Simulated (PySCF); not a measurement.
C3H3N2, SMILES C1=C[N]N=C1, multiplicity 2.

Coordinates come from a ωB97X-D3(BJ)/def2-SVP optimisation. The isomer is the one that the SMILES or the coordinates give; other isomers of the formula were not compared.

Level of theory: TDA-PBE/def2-SVPD (PySCF 2.14.0).

Vertical excitations. The molecule is in vacuum.

| state | energy (eV) | λ (nm) | f | main pairs |
|---|---|---|---|---|
| root 1 | 0.45 | 2775 | 0.000 | β HOMO→LUMO 100 % |
| root 2 | 0.78 | 1597 | 0.000 | β HOMO−1→LUMO 100 % |
| root 3 | 3.19 | 389 | 0.017 | β HOMO−2→LUMO 92 % |
| root 4 | 4.30 | 289 | 0.002 | β HOMO−3→LUMO 98 % |
| root 5 | 4.94 | 251 | 0.002 | β HOMO−4→LUMO 99 % |
| root 6 | 5.13 | 242 | 0.000 | α HOMO→LUMO 49 %, β HOMO→LUMO+1 45 % |
| root 7 | 5.53 | 224 | 0.000 | β HOMO−5→LUMO 99 % |
| root 8 | 5.68 | 218 | 0.000 | α HOMO−1→LUMO 47 %, β HOMO−1→LUMO+1 34 %, β HOMO→LUMO+2 12 % |
| root 9 | 5.93 | 209 | 0.000 | α HOMO→LUMO+1 38 %, α HOMO−1→LUMO 8 %, β HOMO→LUMO+2 43 %, β HOMO−1→LUMO+1 9 % |
| root 10 | 5.95 | 208 | 0.000 | α HOMO−1→LUMO+1 46 %, β HOMO−1→LUMO+2 49 % |
Unrestricted roots are not spin-pure.
